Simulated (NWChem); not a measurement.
System meant: GaH₂I; SMILES [I][GaH2]

The following NWChem deck was run.

```
start job
memory heap 200 mb stack 900 mb global 1100 mb
geometry units angstroms noautoz
  Ga     0.000000     0.000000    -1.555029
  H      0.000000     1.404872    -2.234167
  H      0.000000    -1.404872    -2.234167
  I      0.000000     0.000000     0.940194
end
basis spherical
  * library def2-svp
end
dft
  xc b3lyp
  iterations 150
  mulliken
end
task dft energy
```

End of the output:

```
             Grid Information
             ----------------
          Grid used for XC integration:  medium
          Radial quadrature: Mura-Knowles
          Angular quadrature: Lebedev.
          Tag              B.-S. Rad. Rad. Pts. Rad. Cut. Ang. Pts.
          ---              ---------- --------- --------- ---------
          Ga                  1.30      112           9.0       590
          H                   0.35       45          10.0       434
          I                   1.40      123          10.0       590
          Grid pruning is: on
          Number of quadrature shells:   280
          Spatial weights used:  Erf1

          Convergence Information
          -----------------------
          Convergence aids based upon iterative change in
          total energy or number of iterations.
          Levelshifting, if invoked, occurs when the
          HOMO/LUMO gap drops below (HL_TOL):  1.00D-02
          DIIS, if invoked, will attempt to extrapolate
          using up to (NFOCK): 10 stored Fock matrices.

                    Damping( 0%)  Levelshifting(0.5)       DIIS
                  --------------- ------------------- ---------------
          dE  on:    start            ASAP                start
          dE off:    2 iters        150 iters           150 iters

      Screening Tolerance Information
      -------------------------------
          Density screening/tol_rho:  1.00D-10
          AO Gaussian exp screening on grid/accAOfunc:  14
          CD Gaussian exp screening on grid/accCDfunc:  20
          XC Gaussian exp screening on grid/accXCfunc:  20
          Schwarz screening/accCoul:  1.00D-08

      Superposition of Atomic Density Guess
      -------------------------------------

      charge =      53.0 I (Iodine)

      symmetry species            s     p     d     f
      number of basis functions =10     7     6
      number of cont. functions = 4     4     2
      number of closed shells   = 5     3     2
      number of open shells     = 0     1     0
      open shell occupation     = 0     5     0
 ------------------------------------------------------------------------
 atomscf:atomd: error in atom scf                   0
 ------------------------------------------------------------------------
 ------------------------------------------------------------------------
  current input line :
    17: task dft energy
 ------------------------------------------------------------------------
 ------------------------------------------------------------------------
 This error has not yet been assigned to a category
 ------------------------------------------------------------------------
 For more information see the NWChem manual at https://nwchemgit.github.io

0:atomscf:atomd: error in atom scf:Received an Error in Communication
```

Problem. What is wrong, and how is it mended?

Solution. The run crashed. Cause: the def2 basis of a heavy element holds valence functions alone and wants its effective core potential (without it all electrons must fit into that basis). This input runs:
```
start job
memory heap 200 mb stack 900 mb global 1100 mb
geometry units angstroms noautoz
  Ga     0.000000     0.000000    -1.555029
  H      0.000000     1.404872    -2.234167
  H      0.000000    -1.404872    -2.234167
  I      0.000000     0.000000     0.940194
end
basis spherical
  * library def2-svp
end
ecp
  I library def2-ecp
end
dft
  xc b3lyp
  iterations 150
  mulliken
end
task dft energy
```
It converges to -2223.68861 Ha (B3LYP/def2-SVP with def2 effective core potentials on I).
